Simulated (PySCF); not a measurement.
FMg, charge +1. Atoms are numbered in the order given.

```xyz
2

Mg     0.0000     0.0000    -0.7286
F      0.0000     0.0000     0.9715
```
Charge +1, spin multiplicity 1.

Coordinates come from a PBE0-D3(BJ)/def2-TZVPD optimisation. The spin state was assumed, not searched.

Computed with PBE0-D3(BJ)/def2-TZVPD run with PySCF.

Frequencies are harmonic and unscaled.

| mode | ν (cm⁻¹) | IR (km/mol) | Raman (Å⁴/amu) | depolarisation | moving atoms (share of kinetic energy) |
|---|---|---|---|---|---|
| 1 | 821 | 82.5 | 15.2 | 0.11 | F 56 %, Mg 44 % |
